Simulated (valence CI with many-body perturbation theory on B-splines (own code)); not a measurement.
Values are calculated unless marked as measured or tabulated.
# Sensitivity of CI+MBPT for Os63+

Level of theory: valence CI with perturbative core correlation (CI+MBPT): three valence electrons over a frozen Dirac-Fock core [Ne], a basis of 6 s, 6 p, 5 d, 3 f, 1 g functions for each j, with the one-electron correlation potential Σ1, the two-electron term Σ2, the three-electron term Σ3, Breit, model QED; selected CI, second order for the rest, scaled by the run's own slope (own B-spline code, finite nucleus).

No measured spectrum was set against this ion. As an estimate, large intervals hold to a few tenths of a per cent, small ones and those within an open d or f shell to about a per cent.

The reference run has the lowest level (3s^2 3p1/2) J=1/2 and an ionisation energy of 7185.60 eV. Its largest variational space holds 2743 state functions.

Levels are named by their leading jj configuration (3d3/2^4 stands for four electrons in 3d with j = 3/2), which in mixed levels can hold well under half, so a name can repeat and another be missing. Letters in brackets count levels of one name in rising energy.

| Level | Reference (cm⁻¹) | Shift (cm⁻¹) |
| --- | --- | --- |
| (3s 3p1/2^2) J=1/2 | 1411310 | -19 |
| (3s^2 3p3/2) J=3/2 | 3331060 | +10 |
| (3s 3p1/2 3p3/2) J=3/2 [a] | 4487130 | -8.0 |
| (3s 3p1/2 3p3/2) J=5/2 | 4639830 | -7.5 |
| (3s 3p1/2 3p3/2) J=3/2 [b] | 4812940 | -2.8 |
| (3s 3p1/2 3p3/2) J=1/2 | 4898490 | -8.2 |
| (3s^2 3d3/2) J=3/2 | 5285410 | +14 |
| (3s^2 3d5/2) J=5/2 | 5959050 | +39 |
| (3p1/2^2 3p3/2) J=3/2 | 6190060 | -13 |
| (3s 3p1/2 3d3/2) J=3/2 [a] | 6299010 | -7.8 |
| (3s 3p1/2 3d3/2) J=5/2 | 6397220 | +1.4 |
| (3s 3p1/2 3d3/2) J=1/2 | 6619560 | +1.2 |

The ionisation energy moves by +0.0089 eV.

(1) Which of these changes was made?
A. screening of Σ1 on → off
B. Breit term on → off
C. logarithmic knot step 0.27 → 1.1
D. core polarisation of operators on → off

Answers

(1) A. screening of Σ1 on → off.
